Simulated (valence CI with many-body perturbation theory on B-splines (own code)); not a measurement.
## Cu¹⁴⁺: electric-dipole lines

Level of theory: valence CI with perturbative core correlation (CI+MBPT): five valence electrons over a frozen Dirac-Fock core [Ne], radial functions for each j: 9 s, 9 p, 8 d, 6 f, 3 g, 1 h, with the one-electron correlation potential Σ1 (screened to all orders), the two-electron term Σ2, the three-electron term Σ3, Breit, model QED; selected single and double excitations, second order for the rest (own B-spline code, finite nucleus).

No measured levels were compared; by estimate levels of excited configurations hold to 0.05 to 0.15 % of their energy, terms of the ground configuration to about 0.5 %. Among the levels kept, up to 470 cm⁻¹ of a level comes from second order outside the variational space, and about a tenth of that is noise between levels of different J, which matters for small intervals.

Lines 1 to 50 of 163 in falling wavelength, among levels below 99.935 eV, chosen from the strongest by gf and those to the six lowest levels. Wavelengths and rates use the calculated energies, so an error of 300 cm⁻¹ moves a line at 94.60 nm by 0.28 % and its rate by three times that or more. Electric multipoles are in the length gauge, E1 and E2 with the static RPA response of the core. Weak lines are less certain than strong ones. Lines between different terms over intervals too small for the method are left out, as are lines whose strength nearly cancels. The highest levels of a list are the least certain.

Names give the largest LS component (configuration and term), which can be under half, so a name can repeat, a term be missing and a line seem to break the LS rules; names also repeat where a configuration has a term twice. Letters in brackets count levels of one name in rising energy.

```tsv
λ vac (nm)	Upper	Lower	A (s⁻¹)	S (a.u.)
94.60	3p5 2P°_3/2	3s2 3p2 3d 2D_5/2 [b]	1.10e+06	1.83e-03
79.81	3p5 2P°_3/2	3s2 3p2 3d 2D_5/2 [a]	3.99e+06	4.01e-03
68.79	3s 3p3 3d 6D°_5/2	3s2 3p2 3d 4P_3/2	1.92e+06	1.85e-03
67.70	3p5 2P°_3/2	3s2 3p2 3d 4P_1/2 [b]	5.08e+06	3.11e-03
65.30	3s 3p3 3d 6D°_7/2	3s2 3p2 3d 4P_5/2	3.13e+06	3.44e-03
64.85	3p5 2P°_3/2	3s2 3p2 3d 4P_1/2 [a]	1.03e+07	5.54e-03
57.52	3p5 2P°_3/2	3s2 3p2 3d 2P_3/2 [b]	1.18e+08	4.44e-02
45.97	3s 3p3 3d 6D°_5/2	3s2 3p2 3d 4D_5/2	3.11e+06	8.95e-04
44.49	3s 3p3 3d 6D°_3/2	3s2 3p2 3d 4D_3/2	6.00e+06	1.04e-03
43.36	3s 3p3 3d 6D°_9/2	3s2 3p2 3d 2F_7/2 [a]	3.66e+06	1.47e-03
43.34	3s 3p3 3d 6D°_9/2	3s2 3p2 3d 4F_9/2	2.22e+07	8.93e-03
43.18	3s 3p4 4P_5/2	3s2 3p3 2P°_3/2	4.27e+06	1.02e-03
42.45	3p5 2P°_3/2	3s2 3p2 3d 4D_3/2	1.53e+07	2.31e-03
42.18	3p5 2P°_3/2	3s2 3p2 3d 4D_1/2	7.57e+06	1.12e-03
41.53	3s 3p3 3d 6D°_7/2	3s2 3p2 3d 4F_7/2	1.64e+07	4.63e-03
41.20	3s 3p3 3d 6D°_9/2	3s2 3p2 3d 4F_7/2	8.50e+06	2.94e-03
40.15	3s 3p4 4P_3/2	3s2 3p3 2P°_3/2	2.88e+07	3.69e-03
39.95	3s 3p3 3d 6D°_5/2	3s2 3p2 3d 4F_5/2	8.25e+06	1.56e-03
39.78	3s 3p3 3d 6D°_7/2	3s2 3p2 3d 4F_5/2	6.17e+06	1.53e-03
39.08	3s 3p4 4P_1/2	3s2 3p3 2P°_3/2	6.87e+06	4.05e-04
37.87	3s 3p4 4P_3/2	3s2 3p3 2P°_1/2	4.80e+05	5.15e-05
37.39	3p5 2P°_3/2	3s2 3p2 3d 4F_3/2	1.28e+07	1.32e-03
36.92	3s 3p4 4P_1/2	3s2 3p3 2P°_1/2	3.87e+07	1.92e-03
36.91	3p5 2P°_3/2	3s 3p4 2S_1/2 [b]	2.53e+07	2.51e-03
35.72	3s 3p4 4P_5/2	3s2 3p3 2D°_5/2	6.36e+07	8.58e-03
34.50	3s 3p4 4P_5/2	3s2 3p3 2D°_3/2	6.30e+07	7.66e-03
33.61	3s 3p4 4P_3/2	3s2 3p3 2D°_5/2	1.69e+07	1.26e-03
33.50	3p5 2P°_3/2	3s 3p4 2S_1/2 [a]	8.23e+08	6.11e-02
32.90	3p5 2P°_3/2	3s2 3p2 3d 2P_3/2 [a]	2.88e+09	2.03e-01
32.53	3s 3p4 4P_3/2	3s2 3p3 2D°_3/2	9.57e+04	6.51e-06
31.98	3s 3p4 2D_3/2	3s2 3p3 2P°_3/2	5.57e+07	3.59e-03
31.83	3s 3p4 4P_1/2	3s2 3p3 2D°_3/2	2.19e+07	6.97e-04
31.49	3s 3p4 2D_5/2	3s2 3p3 2P°_3/2	7.92e+08	7.33e-02
30.52	3s 3p4 2D_3/2	3s2 3p3 2P°_1/2	3.39e+08	1.90e-02
29.58	3s 3p4 4P_5/2	3s2 3p3 4S°_3/2	2.21e+09	1.69e-01
28.12	3s 3p4 4P_3/2	3s2 3p3 4S°_3/2	2.60e+09	1.14e-01
27.94	3p5 2P°_3/2	3s 3p4 2D_5/2	5.35e+09	2.30e-01
27.69	3s 3p4 2D_3/2	3s2 3p3 2D°_5/2	1.72e+06	7.20e-05
27.60	3s 3p4 4P_1/2	3s2 3p3 4S°_3/2	2.81e+09	5.82e-02
27.57	3p5 2P°_3/2	3s 3p4 2D_3/2	1.49e+09	6.15e-02
27.32	3s 3p4 2D_5/2	3s2 3p3 2D°_5/2	3.86e+09	2.33e-01
26.95	3s 3p4 2D_3/2	3s2 3p3 2D°_3/2	5.06e+09	1.96e-01
26.92	3s2 3p2 3d 2P_3/2 [a]	3s2 3p3 2P°_3/2	7.14e+08	2.75e-02
26.61	3s 3p4 2D_5/2	3s2 3p3 2D°_3/2	8.36e+06	4.66e-04
26.53	3s 3p4 2S_1/2 [a]	3s2 3p3 2P°_3/2	7.34e+05	1.35e-05
25.88	3s2 3p2 3d 2P_3/2 [a]	3s2 3p3 2P°_1/2	5.70e+08	1.95e-02
25.52	3s 3p4 2S_1/2 [a]	3s2 3p3 2P°_1/2	4.83e+09	7.92e-02
24.72	3s 3p4 2S_1/2 [b]	3s2 3p3 2P°_3/2	9.36e+09	1.40e-01
24.51	3s2 3p2 3d 4F_3/2	3s2 3p3 2P°_3/2	1.12e+06	3.24e-05
24.46	3s 3p3 3d 6D°_3/2	3s 3p4 4P_1/2	1.68e+07	4.86e-04
```
